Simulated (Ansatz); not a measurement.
Ansatz (a quantum-chemistry and plane-wave program) input:
A basis named .json is the Basis Set Exchange file of that set.

Ansatz 0.2 input:
```yaml
crystal:
  periodic: [false, false, false]
  atoms:
    - {symbol: Mo, position_ang: [-0.00000000, -0.00000000, -0.66215905]}
    - {symbol: Cl, position_ang: [0.00000000, 0.00000000, 1.63592236]}
basis:
  gaussian:
    orbitals: def2-QZVPPD.json
total_charge: 1
magnetization: {spin_polarized: true, initial_magnetization: 4}
correlation: {method: ccsd_t, electrons: outside_noble_gas}
```

Q: Which total energy does the run end on?

A: -527.19651 Eh (CCSD(T)/def2-QZVPPD). The basis has 160 functions.

This state (charge 1, quintet) is run at the relaxed geometry of the species with charge 0 and multiplicity 6.
